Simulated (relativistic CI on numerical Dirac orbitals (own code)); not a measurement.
Calculated at this level of theory: Dirac-Coulomb-Breit CI, orbitals from a KLI potential per configuration, model QED, unscaled Slater integrals (own radial code, finite nucleus).

Configuration list (outside the closed core [Ar] 3d10): 4s2.4p6.4d7, 4s2.4p5.4d8, 4s2.4p6.4d6.4f, 4s.4p6.4d8, 4s2.4p5.4d7.4f, 4s.4p6.4d7.4f, 4s2.4p6.4d6.5s, 4s2.4p6.4d5.4f.5s, 4s2.4p6.4d6.5p, 4s2.4p5.4d7.5s, 4s2.4p6.4d6.5f, 4s2.4p6.4d5.5s.5p, 4p6.4d8.4f, 4s2.4p6.4d6.6s, 4s.4p6.4d7.5s, 4p6.4d9, 4p5.4d10, 4p5.4d9.4f, 4s2.4p6.4d5.5s2, 4s2.4p6.4d4.4f.5s2, 4s2.4p5.4d5.4f.5s2, 4s.4p6.4d5.4f.5s2, 4p6.4d8.5s, 4p5.4d9.5s, 4p5.4d8.4f.5s, 4p6.4d7.5s2, 4p5.4d8.5s2, 4p6.4d6.4f.5s2, 4p5.4d7.4f.5s2. Double excitations out of closed p, d and f shells are left out; levels of such configurations are missing from the list, as are those of other unlisted configurations, and high levels can miss mixing partners.

At this charge energies of transitions that change n are usually good to better than 1 %, and those within a shell (Δn = 0) to a few per cent. Terms inside the open d or f shell come out 10 to 20 % too wide with unscaled integrals.

Outline of the computed level scheme of Os XXXIV. Lowest level of each configuration: 4s2.4p6.4d7 4F_9/2 at 0.000 eV; 4s2.4p5.4d8 4G°_11/2 at 191.191 eV; 4s2.4p6.4d6.4f 4G°_9/2 at 203.290 eV.

Some strong electric-dipole decays among the lowest 45 levels: 4s2.4p5.4d8 4D°_7/2 → 4s2.4p6.4d7 4F_9/2 (5.4e+10 s⁻¹); 4s2.4p5.4d8 2P°_1/2 → 4s2.4p6.4d7 2P_3/2 (5.3e+10 s⁻¹); 4s2.4p5.4d8 4F°_9/2 → 4s2.4p6.4d7 4F_9/2 (4.7e+10 s⁻¹); 4s2.4p5.4d8 2P°_3/2 → 4s2.4p6.4d7 2D_5/2 (3.7e+10 s⁻¹); 4s2.4p5.4d8 4D°_5/2 → 4s2.4p6.4d7 4F_7/2 (3.6e+10 s⁻¹); 4s2.4p6.4d6.4f 4F°_5/2 → 4s2.4p6.4d7 2D_5/2 (3.0e+10 s⁻¹); 4s2.4p6.4d6.4f 4F°_7/2 → 4s2.4p6.4d7 4F_9/2 (2.9e+10 s⁻¹); 4s2.4p5.4d8 2D°_5/2 → 4s2.4p6.4d7 2P_3/2 (2.5e+10 s⁻¹).

LS names give the leading component of a level, which can be under half, so a name can repeat, a term be missing and a line seem to break the LS rules.
